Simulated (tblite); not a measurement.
C2H4N3, charge +1, singlet, geometry from GFN2-xTB; tblite with GFN1-xTB.

The tblite input:
```
$ tblite run mol.xyz --method gfn1 --charge 1 --spin 0 --grad --json tblite.json --no-restart

# file mol.xyz
9

C     -0.72438958    -0.87288884    -0.09129060
N      0.55762667    -1.03705194    -0.15259445
N      1.09045631     0.16973986    -0.01179850
C      0.15167649     1.09037013     0.13747465
N     -1.01674140     0.44847481     0.09012567
H     -1.44403652    -1.66418423    -0.17208821
H      2.10037297     0.28380633    -0.02835101
H      0.29970022     2.14638776     0.27058309
H     -1.93914925     0.86096327     0.17262278
```

Output, abridged:

```
xTB calculator
 | screened Coulomb repulsion
 | Coulomb electrostatics
 |  * isotropic Klopman-Ohno-Mataga-Nishimoto electrostatics
 |  * onsite third-order electrostatics
 | DFT-D3(BJ) dispersion correction

halogen bonding energy    0.0000000000000E+00 Eh
repulsion energy          1.9160129783603E-01 Eh
dispersion energy        -2.6049757343437E-03 Eh
number of electrons       2.6000000000000E+01 e
integral cutoff           1.9731147476801E+01 bohr

------------------------------------------------------------
  cycle        total energy    energy error   density error
------------------------------------------------------------
      1     -15.38757320808  -1.5576570E+01   5.9134412E-01
      2     -15.47747266880  -8.9899461E-02   3.4762780E-01
      3     -15.48083370521  -3.3610364E-03   1.5443705E-01
      4     -15.48624593306  -5.4122278E-03   1.8455397E-02
      5     -15.48656045710  -3.1452404E-04   3.6947296E-03
      6     -15.48656899283  -8.5357226E-06   7.3676677E-04
      7     -15.48656923819  -2.4536667E-07   2.1494575E-04
      8     -15.48656926630  -2.8110268E-08   3.4567192E-05
      9     -15.48656926796  -1.6535413E-09   3.1675083E-06
------------------------------------------------------------

electronic energy        -1.5675565590058E+01 Eh
total energy             -1.5486569267956E+01 Eh

Post processing:
 | Mayer-Wiberg bond orders

[Info] Tight-binding results written to 'tblite.txt'
[Info] JSON dump of results written to 'tblite.json'
```
